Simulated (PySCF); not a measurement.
Precursor series Hf NH2-H. Isolated molecules, 0 K electronic values unless said otherwise. One relaxed conformer stands for each flexible species; it need not be the lowest.

Level of theory: B3LYP-D3(BJ)/def2-TZVP // r2SCAN-D4/def2-SVP (PySCF 2.14.0). B3LYP has the VWN-RPA correlation part, as in Gaussian. 

```json
[
 {"species": "1 of 4 NH2 replaced by H ([Hf(NH2)3(H)])", "coordination number": "4", "HOMO–LUMO gap (eV)": "6.78", "mean distance from the central atom to its bonded neighbours (Å)": "1.998", "LUMO (eV)": "-0.11"},
 {"species": "2 of 4 NH2 replaced by H ([Hf(NH2)2(H)2])", "coordination number": "4", "HOMO–LUMO gap (eV)": "?", "mean distance from the central atom to its bonded neighbours (Å)": "1.947", "LUMO (eV)": "-1.11"},
 {"species": "3 of 4 NH2 replaced by H ([Hf(NH2)(H)3])", "coordination number": "?", "HOMO–LUMO gap (eV)": "?", "mean distance from the central atom to its bonded neighbours (Å)": "?", "LUMO (eV)": "-1.77"},
 {"species": "4 of 4 NH2 replaced by H ([Hf(H)4])", "coordination number": "4", "HOMO–LUMO gap (eV)": "5.93", "mean distance from the central atom to its bonded neighbours (Å)": "1.847", "LUMO (eV)": "-2.34"}
]
```

Fill in the missing entries.


- 2 of 4 NH2 replaced by H ([Hf(NH2)2(H)2]), HOMO–LUMO gap (eV): 6.13
- 3 of 4 NH2 replaced by H ([Hf(NH2)(H)3]), coordination number: 4
- 3 of 4 NH2 replaced by H ([Hf(NH2)(H)3]), HOMO–LUMO gap (eV): 5.87
- 3 of 4 NH2 replaced by H ([Hf(NH2)(H)3]), mean distance from the central atom to its bonded neighbours (Å): 1.897
